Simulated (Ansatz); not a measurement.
Start from `F[SiH2][GaH2]` and change one atom or group to get `F[SiH2]I`.

Ansatz, PBE0-D4/def2-TZVP geometries, multiplicity 1. 

Elements past krypton have def2 core potentials. Scalar relativity is left out up to krypton.

```tsv
property	`F[SiH2][GaH2]`
LUMO energy (PBE/def2-TZVPP) / eV	-3.10
ideal-gas entropy at 298 K and 1 bar (rigid rotor, harmonic PBE0-D4/def2-TZVP) / J/(mol·K)	324
HOMO energy (ωB97M-V/def2-TZVPP) / eV	-9.72
HOMO energy (PBE/def2-TZVPP) / eV	-6.56
LUMO energy (B3LYP/def2-TZVPP) / eV	-2.57
size of the dipole moment (B3LYP/def2-TZVPP) / D	1.22
```

Question: Give the same properties after the change, and the shifts. (Estimate.)

Answer: Ansatz gave: 
| property | `F[SiH2]I` | shift |
| --- | --- | --- |
| LUMO energy (PBE/def2-TZVPP) / eV | -1.40 | 1.70 |
| ideal-gas entropy at 298 K and 1 bar (rigid rotor, harmonic PBE0-D4/def2-TZVP) / J/(mol·K) | 301 | -23 |
| HOMO energy (ωB97M-V/def2-TZVPP) / eV | -10.08 | -0.36 |
| HOMO energy (PBE/def2-TZVPP) / eV | -6.81 | -0.25 |
| LUMO energy (B3LYP/def2-TZVPP) / eV | -0.78 | 1.79 |
| size of the dipole moment (B3LYP/def2-TZVPP) / D | 1.19 | -0.03 |

With PBE0 the HOMO falls by 0.27 eV and the LUMO rises by 1.77 eV, so the gap widens by about 2.04 eV. PBE moves the HOMO by -0.25 eV and ωB97M-V by -0.36 eV. The zero-point energy changes by -31.4 kJ/mol with -6 modes. Dipoles are sizes alone; their direction can turn.

B3LYP here is the variant with VWN-RPA as its local correlation; programs differ in this.

Spin–orbit coupling is left out; it splits and shifts lone-pair levels of the heavy atoms by tenths of an eV.
